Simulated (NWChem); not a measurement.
hydrogen iodide (HI); SMILES I

Program: NWChem. Medium grid unless said otherwise, to which SCAN and Minnesota functionals are sensitive. The geometry was optimised at PBE0/def2-SVP. def2 effective core potentials on I; no spin-orbit coupling. Level r2SCAN/def2-SVP: single points from the atomic guess with DIIS by default; each run changes one setting, and all converged runs end within 0.3 mHa of each other.

```json
[
 {"setting": "defaults", "SCF iterations": "7"},
 {"setting": "no level shifting", "SCF iterations": "7"},
 {"setting": "level shift of 0.5 Ha throughout", "SCF iterations": "12"},
 {"setting": "core-Hamiltonian guess", "SCF iterations": "11"},
 {"setting": "70 % damping for 30 cycles", "SCF iterations": "26"},
 {"setting": "no DIIS, 40 % damping", "SCF iterations": "13"}
]
```
